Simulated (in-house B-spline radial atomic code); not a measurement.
Inner levels of hafnium as electrons are removed. A shift is the extra binding of the orbital against the neutral atom ([Xe] 4f14 5d3/2(2) 6s2). The density at the nucleus is averaged over the nuclear charge. Computed with a B-spline radial code for spherical atoms: Dirac-Hartree-Fock, jj configuration that fills j = l - 1/2 first, finite nuclei.

A number in brackets counts the electrons of a j subshell.

```
  ion               configuration  shift of 1s1/2 (eV)  radius of 1s1/2 (bohr)  Σ<r²> (bohr²)  change of density at nucleus (bohr⁻³)
Hf62+                [He] 2s2 2p6              5383.72                0.018967       0.051342                               -34093.1
Hf63+  [He] 2s2 2p1/2(2) 2p3/2(3)              5820.28                0.018957       0.044506                               -32174.4
Hf64+  [He] 2s2 2p1/2(2) 2p3/2(2)              6261.36                0.018947       0.037844                               -30228.6
Hf65+  [He] 2s2 2p1/2(2) 2p3/2(1)              6706.98                0.018936       0.031351                               -28255.8
Hf66+           [He] 2s2 2p1/2(2)                    ?                       ?              ?                                      ?
Hf67+           [He] 2s2 2p1/2(1)              7673.35                0.018909       0.019835                               -27782.9
Hf68+                    [He] 2s2                    ?                       ?              ?                                      ?
Hf69+                    [He] 2s1              8630.13                0.018891       0.007827                                -100040
Hf70+                         1s2                    ?                       ?              ?                                      ?
Hf71+                         1s1              10437.9                0.018769      0.0004826                                -637680
```

Q: Fill in the row of Hf66+.

A: shift of 1s1/2 (eV): 7157.11; radius of 1s1/2 (bohr): 0.018925; Σ<r²> (bohr²): 0.02502; change of density at nucleus (bohr⁻³): -26255.8.

Q: Fill in the row of Hf68+.

A: shift of 1s1/2 (eV): 8195.6; radius of 1s1/2 (bohr): 0.018892; Σ<r²> (bohr²): 0.014798; change of density at nucleus (bohr⁻³): -29415.9.

Q: Fill in the row of Hf70+.

A: shift of 1s1/2 (eV): 9067.99; radius of 1s1/2 (bohr): 0.018882; Σ<r²> (bohr²): 0.00097745; change of density at nucleus (bohr⁻³): -172039.
